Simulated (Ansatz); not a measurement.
Br3In (`[Br][In]([Br])[Br]`), relaxed with RKS PBE-D4/def2-SVP in Ansatz from a rough embedded geometry. The force threshold is 0.03 eV/Å; the program also tests the step.

Charge 0, multiplicity 1. In: def2 effective core potential.

Start:

```xyz
4

Br   -1.852    0.525    1.599
In    0.272    0.155   -0.383
Br   -0.622   -1.164   -2.321
Br    2.201    0.484    1.104
```

```tsv
step	energy (eV)	largest force (eV/Å)	largest move (Å)
1	-215259.4910	2.030	0.000
2	-215260.0729	1.487	0.195
3	-215260.2112	1.228	0.195
4	-215260.3633	0.327	0.200
5	-215260.3787	0.007	0.083
```

End:

```xyz
4

Br   -1.927    0.569    1.455
In    0.001   -0.004    0.000
Br   -0.389   -1.011   -2.236
Br    2.315    0.446    0.780
```

It took 5.5 s on 4 threads of an Intel Xeon Platinum 8488C on a shared host, with 0.22 GiB of host memory at the peak.
